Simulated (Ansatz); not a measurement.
Species: dihydroxy(dimethoxy)silane, C₂H₈O₄Si (charge 0, singlet). 
Coordinates optimised at B3LYP-D3(BJ)/def2-TZVP (Ansatz, an electronic-structure program):
SMILES: CO[Si](O)(O)OC
```xyz
15

Si    -0.1844     0.3930     0.0122
O     -0.8229    -0.9000     0.7701
C     -1.3996    -2.0163     0.1043
O      1.1995     0.0974    -0.7951
C      2.4419    -0.2055    -0.1734
O      0.1626     1.4926     1.1718
O     -1.2789     0.8869    -1.0979
H     -1.8061    -2.6853     0.8623
H     -0.6471    -2.5567    -0.4765
H     -2.2032    -1.7008    -0.5645
H      2.7294     0.5792     0.5296
H      2.3898    -1.1580     0.3610
H      3.1978    -0.2812    -0.9545
H     -0.4523     1.5705     1.9050
H     -0.9630     1.4464    -1.8112
```

Parts of the frozen-core correlation energy in cc-pV(D+d)Z (Ansatz, hartree). Frozen orbitals: 11; correlated occupied orbitals by spin: 22 and 22; virtual: 114 and 114. No spin-orbit coupling. No relativistic terms.

```csv
term,value
reference (HF),-668.98878
MP2 opposite-spin,(withheld)
MP2 same-spin,(withheld)
CCSD correlation,(withheld)
(T),-0.02733
T1 diagnostic,0.011
largest doubles amplitude,0.014
```

Task: Complete the blanks.

Result: 
- MP2 opposite-spin, value: -0.83076
- MP2 same-spin, value: -0.28479
- CCSD correlation, value: -1.16664
